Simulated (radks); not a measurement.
Question: Al3+, 10 electrons, occupied as [He] 2s1 2p6 3d1 (not the ground configuration). Calculated with a radial shooting solver on a logarithmic mesh with Libxc functionals: scalar-relativistic Kohn-Sham, Wu-Cohen GGA, spin-polarised, spherical densities, point nucleus; open shells are filled with parallel spins first. Some entries of the table are withheld. Estimate them.

orbital,occ.,eigenvalue (Ry),<r^2> (bohr^2),<1/r> (bohr^-1)
1s up,1,(1),0.01945,12.63
1s down,1,(2),0.01946,12.63
2s up,1,(3),0.4374,2.413
2s down,0,(4),0.4401,2.407
2p up,3,-9.25394,(5),2.303
2p down,3,-9.02633,(6),2.303
3d up,1,-1.60296,6.622,0.5032

Answer: 
(1) 1s up eigenvalue (Ry): -115.7347
(2) 1s down eigenvalue (Ry): -115.6089
(3) 2s up eigenvalue (Ry): -12.03356
(4) 2s down eigenvalue (Ry): -11.78289
(5) 2p up <r^2> (bohr^2): 0.4068
(6) 2p down <r^2> (bohr^2): 0.4088
